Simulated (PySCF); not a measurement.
Several orderings of computed values.

All species are isolated and taken at one optimised geometry, non-relativistic unless stated. Electronic properties by PySCF.

Dipoles, sizes and rotational constants follow the conformer. The torsions of the flexible species, by atom-mapped SMILES:
- `[SiH3:1][P:2]([SiH3:3])[SiH2:4][Cl:5]`: Si1–P2–Si4–Cl5 54°
- `[NH2:1][Si:2]1([NH2:3])[CH2:4][CH2:5][C@@H:6]1[F:7]`: H–N1–Si2–N3 -172°, H–N1–Si2–N3 -38°, H–N3–Si2–N1 -40°, H–N3–Si2–N1 -177°
- `[CH2:1]=[C:2]([CH:3]1[CH2:4][CH2:5]1)[Si@:6]1([PH2:7])[CH2:8][CH2:9][O:10]1`: C1–C2–C3–C4 150°, C1–C2–Si6–P7 -112°, H–P7–Si6–C2 21°, H–P7–Si6–C2 114°
- `[CH:1]#[C:2]/[CH:3]=[C:4](\[Cl:5])[SiH2:6][S:7][CH3:8]`: C3–C4–Si6–S7 0°, C4–Si6–S7–C8 178°
- `[CH2:1]=[CH:2][P@@:3](=[O:4])([CH2:5][C:6]#[N:7])[CH2:8][CH2:9][CH3:10]`: C1–C2–P3–O4 2°, C2–P3–C5–C6 61°, C2–P3–C8–C9 180°, P3–C8–C9–C10 -172°
- `[CH3:1][CH2:2][C:3]1=[CH:4][C:5]([SiH3:6])=[CH:7][P@:8]1([CH3:9])=[O:10]`: C1–C2–C3–C4 111°
- `[CH3:1][C:2]([CH3:3])([CH3:4])[C@H:5]1[CH2:6][CH2:7][SiH2:8]1`: C1–C2–C5–C6 180°
- `[CH3:1][O:2][c:3]1[cH:4][cH:5][cH:6][p:7]1[SiH:8]([CH3:9])[CH3:10]`: C1–O2–C3–C4 2°, C6–P7–Si8–C9 -76°
- `[CH3:1]/[CH:2]=[CH:3]/[SiH2:4][C:5]([CH3:6])([CH3:7])[CH3:8]`: C2–C3–Si4–C5 -97°, C3–Si4–C5–C6 62°
- `[CH3:1][O:2][C:3](=[O:4])[c:5]1[n:6][cH:7][cH:8][c:9]([SiH3:10])[p:11]1`: C1–O2–C3–O4 0°, O2–C3–C5–N6 0°

**Question.** Rank by dipole moment, highest first (PBE0/pcSseg-1 at GFN2-xTB geometries).
A. `CCC1=CC([SiH3])=C[P@]1(C)=O`
B. `C=C[P@@](=O)(CC#N)CCC`
C. `C=C(C1CC1)[Si@]1(P)CCO1`
D. `CC(C)(C)[C@H]1CC[SiH2]1`
E. `C#C/C=C(\Cl)[SiH2]SC`
F. `[SiH3]P([SiH3])[SiH2]Cl`
G. `N[Si]1(N)CC[C@@H]1F`

**Answer.** A (3.78 D), G (2.20 D), C (1.70 D), E (1.55 D), B (0.96 D), F (0.51 D), D (0.30 D).

**Question.** Give the two extremes of that set in atomic units.

**Answer.** `CC(C)(C)[C@H]1CC[SiH2]1`: 0.12 au; `CCC1=CC([SiH3])=C[P@]1(C)=O`: 1.49 au.

**Question.** Rank by HOMO energy, lowest first (PBE0/pcSseg-1 at GFN2-xTB geometries).
A. `C/C=C/[SiH2]C(C)(C)C`
B. `CC(C)(C)[C@H]1CC[SiH2]1`
C. `C=C[P@@](=O)(CC#N)CCC`
D. `COc1cccp1[SiH](C)C`

**Answer.** C (-8.05 eV), B (-7.53 eV), A (-7.23 eV), D (-5.96 eV).

**Question.** Give the two extremes of that set in hartree.

**Answer.** `C=C[P@@](=O)(CC#N)CCC`: -0.296 Eh; `COc1cccp1[SiH](C)C`: -0.219 Eh.

**Question.** Rank by smallest rotational constant, highest first (GFN2-xTB).
A. `[SiH3]P([SiH3])[SiH2]Cl`
B. `N[Si]1(N)CC[C@@H]1F`
C. `C#C/C=C(\Cl)[SiH2]SC`
D. `COC(=O)c1nccc([SiH3])p1`

**Answer.** B (1.536 GHz), A (0.883 GHz), C (0.479 GHz), D (0.377 GHz).

**Question.** Rank by HOMO–LUMO gap, lowest first (PBE0/pcSseg-1 at GFN2-xTB geometries).
A. `C(c1nccc([SiH3])p1)(=O)OC`
B. `[SiH3]P([SiH3])[SiH2]Cl`
C. `COc1cccp1[SiH](C)C`
D. `CC(C)(C)[C@H]1CC[SiH2]1`
E. `C=C[P@@](=O)(CC#N)CCC`
F. `C1(CC)[P@](C)(C=C(C=1)[SiH3])=O`
G. `N[Si]1(N)CC[C@@H]1F`
H. `C=C(C1CC1)[Si@]1(P)CCO1`

**Answer.** A (4.76 eV), F (4.92 eV), C (5.39 eV), H (6.69 eV), B (6.90 eV), E (7.11 eV), G (7.77 eV), D (7.92 eV).
